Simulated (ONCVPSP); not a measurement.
# Sn (Z = 50), ONCV: configuration errors across variants

tin (Sn), optimised norm-conserving Vanderbilt (ONCV), made with ONCVPSP 4.0.1 (PBEsol, scalar-relativistic). Core [Ar] 3d10, reference 4s2 4p6 4d10 5s2 5p1.75 (charge +0.25). Waves: 4s+5s: rc 1.45 bohr, ncon 4, nbas 9, qcut 6.7 1/bohr, 2 projectors; 4p+5p: rc 1.25 bohr, ncon 4, nbas 8, qcut 11.5 1/bohr, 2 projectors; 4d: rc 1.05 bohr, ncon 3, nbas 7, qcut 7.9 1/bohr, 2 projectors, debl 2.1 Ha. Local part: polynomial inside 1.05 bohr (lpopt 3, dvloc0 0 Ha). Core correction: none.

All-electron excitation energies from the reference (eV): (1) 4s2 4p6 4d10 5s2 5p2 -1.116; (2) 4s2 4p6 4d10 5s2 5p1 5.782; (3) 4s2 4p6 4d10 5s2 5p0 19.754; (4) 4s2 4p6 4d10 5s2 5p1.5 1.509.

A true bound ghost makes a file unfit for plane-wave use even where its test errors are small: the radial tests pick states by their node count and pass the ghost by.

Errors AE − PS in meV (a dash: test not solved or not reliable):

```tsv
change	(1)	(2)	(3)	(4)	bound ghosts	GHOST(+) flags above zero
base	+0.2	-1.1	-3.8	-0.3	none	d
local potential polynomial inside 1.05 bohr (lpopt 3, dvloc0 -2.5 Ha)	+0.2	-1.1	-3.8	-0.3	none	none
local potential polynomial inside 1.05 bohr (lpopt 3, dvloc0 -1 Ha)	+0.2	-1.1	-3.8	-0.3	none	none
local potential polynomial inside 1.05 bohr (lpopt 3, dvloc0 1.5 Ha)	+0.2	-1.0	-3.7	-0.3	none	none
local potential polynomial inside 1.05 bohr (lpopt 3, dvloc0 2.5 Ha)	-0.2	+0.2	-0.4	+0.1	p	none
local potential polynomial inside 1.05 bohr (lpopt 3, dvloc0 4 Ha)	+0.2	-1.1	-3.9	-0.3	none	none
local potential polynomial inside 1.05 bohr (lpopt 3, dvloc0 5.5 Ha)	+0.2	-1.1	-3.9	-0.3	none	none
local potential polynomial inside 1.05 bohr (lpopt 3, dvloc0 7.5 Ha)	+0.2	-1.1	-3.7	-0.3	none	none
```

(1) Give the same row for: local potential polynomial inside 1.05 bohr (lpopt 3, dvloc0 9.5 Ha).

## Answers

(1) +0.2, -1.1, -3.7, -0.3; bound ghosts: none; GHOST(+) flags above zero: none.
